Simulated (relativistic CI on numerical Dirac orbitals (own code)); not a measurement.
# Tc²⁺ (4d5) in a crystal field

Calculated by Dirac-Coulomb-Breit CI, orbitals from a KLI potential per configuration, QED by a radiative potential, valence Slater integrals scaled by 0.85, one configuration in a parametric crystal field (own radial code).

Field parameters in Wybourne normalisation: Oh B⁴₀ = 21Dq, B⁴₄ = √(5/14) B⁴₀; Td as Oh with Dq negative (B⁴₀ = 21Dq, B⁴₄ = √(5/14) B⁴₀). The field is a parameter set, without covalency.

S and J are read from ⟨S²⟩ = S(S + 1) and ⟨J²⟩ = J(J + 1) of each level; they are not fictitious spins.

Td, 10Dq = -15200 cm⁻¹, the lowest 10 levels:

```tsv
E (cm⁻¹)	Degeneracy	Irrep	S	J
0.0	2	Γ7	2.48	2.53
2.0	4	Γ8	2.48	2.52
3986	4	Γ8	0.62	4.32
5072	2	Γ7	0.78	4.71
7292	2	Γ6	1.50	3.19
7416	4	Γ8	1.50	3.39
8002	4	Γ8	1.47	3.80
8420	2	Γ7	1.37	4.10
12064	2	Γ7	1.49	3.17
12163	4	Γ8	1.49	3.52
```

Principal g values of the ground doublet: 3.32, 3.32, 3.32.

Td, 10Dq = -8300 cm⁻¹, the lowest 10 levels:

```json
{"E (cm⁻¹)": "0.0", "Degeneracy": "2", "Irrep": "Γ7", "S": "2.49", "J": "2.50"}
{"E (cm⁻¹)": "0.1", "Degeneracy": "4", "Irrep": "Γ8", "S": "2.49", "J": "2.50"}
{"E (cm⁻¹)": "13790", "Degeneracy": "4", "Irrep": "Γ8", "S": "1.45", "J": "3.60"}
{"E (cm⁻¹)": "13880", "Degeneracy": "2", "Irrep": "Γ7", "S": "1.46", "J": "3.91"}
{"E (cm⁻¹)": "13899", "Degeneracy": "2", "Irrep": "Γ6", "S": "1.50", "J": "3.28"}
{"E (cm⁻¹)": "14032", "Degeneracy": "4", "Irrep": "Γ8", "S": "1.49", "J": "3.65"}
{"E (cm⁻¹)": "17091", "Degeneracy": "4", "Irrep": "Γ8", "S": "1.05", "J": "4.23"}
{"E (cm⁻¹)": "17616", "Degeneracy": "2", "Irrep": "Γ6", "S": "1.50", "J": "4.57"}
{"E (cm⁻¹)": "17656", "Degeneracy": "4", "Irrep": "Γ8", "S": "1.49", "J": "4.74"}
{"E (cm⁻¹)": "17775", "Degeneracy": "2", "Irrep": "Γ7", "S": "1.47", "J": "3.13"}
```

Principal g values of the ground doublet: 3.33, 3.33, 3.33.

Oh, 10Dq = 14850 cm⁻¹, the lowest 16 levels:

```tsv
E (cm⁻¹)	Degeneracy	Irrep	S	J
0.0	2	Γ7	2.48	2.53
6.3	4	Γ8	2.48	2.52
4016	2	Γ7	0.68	4.56
5542	4	Γ8	0.69	4.38
7853	4	Γ8	1.50	3.62
8067	2	Γ6	1.50	3.16
8161	4	Γ8	1.43	3.84
8318	2	Γ7	1.44	3.95
12453	2	Γ6	1.50	4.10
12484	4	Γ8	1.50	3.94
12498	2	Γ7	1.48	3.11
12548	4	Γ8	1.48	3.57
17047	4	Γ8	0.60	5.31
17320	2	Γ7	0.55	4.91
17874	2	Γ6	0.58	5.22
18590	2	Γ7	0.75	4.96
```

Principal g values of the ground doublet: 3.31, 3.31, 3.31.

Oh, 10Dq = 15150 cm⁻¹, the lowest 16 levels:

| E (cm⁻¹) | Degeneracy | Irrep | S | J |
| --- | --- | --- | --- | --- |
| 0.0 | 2 | Γ7 | 2.47 | 2.53 |
| 8.1 | 4 | Γ8 | 2.48 | 2.52 |
| 3483 | 2 | Γ7 | 0.67 | 4.57 |
| 5010 | 4 | Γ8 | 0.66 | 4.39 |
| 7572 | 4 | Γ8 | 1.50 | 3.62 |
| 7785 | 2 | Γ6 | 1.50 | 3.16 |
| 7853 | 4 | Γ8 | 1.44 | 3.81 |
| 8012 | 2 | Γ7 | 1.45 | 3.93 |
| 12189 | 2 | Γ6 | 1.50 | 4.09 |
| 12220 | 4 | Γ8 | 1.50 | 3.93 |
| 12244 | 2 | Γ7 | 1.48 | 3.11 |
| 12286 | 4 | Γ8 | 1.48 | 3.56 |
| 16783 | 4 | Γ8 | 0.59 | 5.32 |
| 17042 | 2 | Γ7 | 0.55 | 4.90 |
| 17607 | 2 | Γ6 | 0.57 | 5.23 |
| 18363 | 2 | Γ7 | 0.71 | 4.98 |

Principal g values of the ground doublet: 3.31, 3.31, 3.31.

Oh, 10Dq = 11950 cm⁻¹, the lowest 10 levels:

```tsv
E (cm⁻¹)	Degeneracy	Irrep	S	J
0.0	2	Γ7	2.49	2.51
1.2	4	Γ8	2.49	2.51
8877	2	Γ7	0.98	4.30
10022	4	Γ8	1.27	3.97
10606	4	Γ8	1.50	3.58
10813	2	Γ6	1.50	3.18
11606	2	Γ7	1.21	4.27
11796	4	Γ8	0.92	4.37
14907	2	Γ7	1.48	3.11
14969	2	Γ6	1.50	4.27
```

Principal g values of the ground doublet: 3.33, 3.33, 3.33.

The free-ion ground term has S = 5/2. Every field shown keeps that spin.

Levels of this model without a field, named by their leading LS term: 6S_5/2 0, 4G_5/2 20191, 4G_7/2 20328, 4G_11/2 20391, 4G_9/2 20416, 4P_5/2 22923, 4P_3/2 23198, 4P_1/2 23571 cm⁻¹.
